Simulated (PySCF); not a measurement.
C₄H₇BF₂, SMILES FB1CCC[C@H]1F. Heavy atoms are numbered as in [F:1][B:2]1[CH2:3][CH2:4][CH2:5][C@H:6]1[F:7]. Hydrogens are named by the atom that carries them.

Coordinates come from a PBE-D3(BJ)/def2-SVP optimisation. The structure was generated by enumeration; whether it is a known compound was not checked. Other conformers were not sampled.

Method: PBE/def2-TZVP in PySCF.

ESP charges are fitted to the potential on shells at 1.4 to 2.0 van der Waals radii. Atomic charges (e), one atom of each kind:

| atom | ESP fit | Löwdin |
|---|---|---|
| F1 | -0.27 | (withheld) |
| B2 | 0.47 | -0.62 |
| C3 (CH2) | -0.26 | -0.20 |
| C4 (CH2) | 0.00 | -0.24 |
| C5 (CH2) | -0.15 | -0.23 |
| C6 (CH) | 0.00 | -0.24 |
| F7 | -0.21 | (withheld) |
| H on C3 | 0.08 | (withheld) |
| H on C4 | 0.05 | (withheld) |
| H on C5 | 0.06 | 0.15 |
| H on C6 | 0.06 | (withheld) |

Task: Some entries are withheld; supply them. (An estimate is asked for; the answer gives what the named calculation found.)

Result: 
- F1, Löwdin: 0.36
- F7, Löwdin: 0.11
- H on C3, Löwdin: 0.18
- H on C4, Löwdin: 0.15
- H on C6, Löwdin: 0.14

Computed Mayer and Wiberg (Löwdin basis) orders of the bonds:
```json
[
 {"bond": "F1–B2", "Mayer": "1.30", "Wiberg": "2.10"},
 {"bond": "B2–C3", "Mayer": "1.07", "Wiberg": "1.22"},
 {"bond": "C3–C4", "Mayer": "1.01", "Wiberg": "1.16"},
 {"bond": "C4–C5", "Mayer": "1.01", "Wiberg": "1.18"},
 {"bond": "B2–C6", "Mayer": "0.96", "Wiberg": "1.06"},
 {"bond": "C5–C6", "Mayer": "1.00", "Wiberg": "1.18"},
 {"bond": "C6–F7", "Mayer": "0.95", "Wiberg": "1.49"}
]
```
